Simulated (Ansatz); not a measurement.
Basis-set extrapolation for C$_{2}$H$_{5}$NSi, SMILES `C1=N[SiH2]C1` (PBE0-D4/def2-TZVP geometry, frozen core, the Gaussian-basis code of Ansatz). Multiplicity 1, RHF reference.

```csv
,def2-TZVPP,def2-QZVPP
HF,-422.061170,-422.076382
MP2 correlation,-0.640717,-0.683890
CCSD(T) correlation,-0.704428,not run
```

Energies in hartree. Use E(X) = E(∞) + A·exp(−7.88·√X) for Hartree–Fock and E(X) = E(∞) + B·X^(−2.97) for correlation, with X = 3 and 4, and add CCSD(T) minus MP2 of the smaller set to the MP2 limit.

Problem. What is the CCSD(T) energy at the basis-set limit?

Solution. HF limit: -422.076382 + (-0.015212) × 0.13774 = -422.07848. MP2 limit: -0.683890 + (-0.043173) × 0.74074 = -0.71587. Higher-order term: -0.704428 − (-0.640717) = -0.06371. Total: -422.85806 hartree, 242.8 kJ/mol below CCSD(T)/def2-TZVPP.
